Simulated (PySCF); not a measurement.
SMILES c1cc(ccc1)Oc1occc1 (C10H8O2), GFN2-xTB optimised geometry.

```
20

C     -2.28    -2.59     0.00
C     -0.90    -2.59     0.00
C     -0.18    -1.41     0.00
C     -0.87    -0.20     0.00
O     -0.31     1.06     0.00
C      0.99     1.35     0.00
C      1.52     2.61     0.00
C      2.93     2.44     0.00
C      3.15     1.10     0.00
O      1.97     0.43     0.00
C     -2.26    -0.20     0.00
C     -2.96    -1.39     0.00
H     -2.82    -3.53     0.00
H     -0.36    -3.53     0.00
H      0.89    -1.44     0.00
H      0.97     3.53     0.00
H      3.67     3.21     0.00
H      4.04     0.51     0.00
H     -2.78     0.75     0.00
H     -4.04    -1.37     0.00
```

Density from PBE/def2-SVP (PySCF) at that geometry.

Minimum of the electron density along straight lines between bonded atoms, close to the bond critical point (lines longer than 1.1 times the sum of covalent radii, or with two minima, are not listed):

| bond | length / Å | ρ at the minimum / e bohr⁻³ | ∇²ρ there / e bohr⁻⁵ | position (fraction from the first atom) |
|---|---|---|---|---|
| C1–C2 | 1.382 | 0.310 | -0.77 | 0.50 |
| C2–C3 | 1.386 | 0.307 | -0.75 | 0.50 |
| C3–C4 | 1.389 | 0.307 | -0.75 | 0.48 |
| C4–O5 | 1.374 | 0.265 | -0.16 | 0.34 |
| O5–C6 | 1.339 | 0.294 | -0.22 | 0.67 |
| C6–C7 | 1.367 | 0.319 | -0.78 | 0.53 |
| C7–C8 | 1.417 | 0.287 | -0.65 | 0.50 |
| C8–C9 | 1.355 | 0.326 | -0.81 | 0.49 |
| C6–O10 | 1.346 | 0.297 | -0.21 | 0.33 |
| C9–O10 | 1.357 | 0.275 | 0.09 | 0.33 |
| C4–C11 | 1.396 | 0.307 | -0.76 | 0.52 |
| C1–C12 | 1.387 | 0.308 | -0.76 | 0.50 |
| C11–C12 | 1.379 | 0.311 | -0.77 | 0.50 |
| C1–H13 | 1.079 | 0.281 | -1.05 | 0.63 |
| C2–H14 | 1.080 | 0.281 | -1.05 | 0.63 |
| C3–H15 | 1.076 | 0.285 | -1.09 | 0.64 |
| C7–H16 | 1.069 | 0.283 | -1.08 | 0.64 |
| C8–H17 | 1.070 | 0.283 | -1.08 | 0.64 |
| C9–H18 | 1.071 | 0.288 | -1.13 | 0.65 |
| C11–H19 | 1.079 | 0.281 | -1.05 | 0.63 |
| C12–H20 | 1.080 | 0.281 | -1.05 | 0.63 |
